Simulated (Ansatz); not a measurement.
CH3ClFSTa (`[CH3][Ta]([F])(=[S])[Cl]`), relaxed with RKS PBE-D4/def2-SVP in Ansatz from a rough embedded geometry. The force threshold is 0.03 eV/Å; the program also tests the step.

Total charge 0; spin multiplicity 1. Ta: def2 effective core potential.

Start:

```xyz
8

C    -0.454    0.772    0.854
Ta    0.349   -0.693   -0.600
F    -1.177   -2.066   -1.163
S     2.016   -1.715    0.266
Cl    1.184    0.524   -2.644
H    -1.498    1.177    0.499
H     0.205    1.669    0.962
H    -0.624    0.333    1.827
```

```csv
step,energy (eV),largest force (eV/Å),largest move (Å)
1,-28694.0901,4.447,0.000
2,-28695.1385,1.507,0.199
3,-28695.2196,0.404,0.099
4,-28695.2306,0.120,0.058
5,-28695.2336,0.038,0.045
6,-28695.2351,0.047,0.058
7 (rejected),-28695.2350,0.083,0.024
8,-28695.2356,0.008,0.012
```

End:

```xyz
8

C    -0.446    0.714    0.758
Ta    0.288   -0.669   -0.687
F    -1.078   -1.941   -0.941
S     1.974   -1.580    0.330
Cl    1.004    0.567   -2.502
H    -1.344    1.226    0.341
H     0.328    1.475    0.995
H    -0.725    0.207    1.706
```

It took 7 s on 4 threads of an AMD EPYC 9R45 on a shared host, with 0.21 GiB of host memory at the peak.
